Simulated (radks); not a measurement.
Kinetic energies: the exact non-interacting value of the Kohn-Sham orbitals and orbital-free approximations, as 100 (|E| - |E exact|)/|E exact|, negative where the magnitude is too small. Species: Cl13+ [He] 2s2; Sc3+ [Ar]; Ne [Ne]. Calculated with a radial shooting solver on a logarithmic mesh with Libxc functionals: non-relativistic Kohn-Sham, exchange-only LDA, spin-polarised, spherical densities, point nucleus. Every spin shell is full or empty, so the densities are truly spherical. Functionals are evaluated on that one density, not self-consistently.

| functional | Cl13+ | Sc3+ | Ne |
|---|---|---|---|
| exact (hartree) | 333.693 | 755.463 | 127.491 |
| Thomas-Fermi | -11.05 | -6.91 | -8.61 |
| von Weizsacker | -12.67 | -44.07 | -29.88 |
| TF + vW | +76.27 | +49.03 | +61.51 |
| TF + vW/9 | -1.35 | -0.69 | -0.82 |
| LC94 | -1.29 | +0.04 | -0.24 |
| APBEK | -1.26 | +0.15 | -0.10 |
| Perdew 92 | -1.33 | -0.68 | -0.80 |
| Pearson | -5.29 | -1.41 | -2.58 |
| LKT | +48.69 | +27.45 | +36.38 |
| DePristo-Kress | -2.48 | -0.01 | -0.47 |
| Ernzerhof | +0.56 | -0.17 | +0.07 |
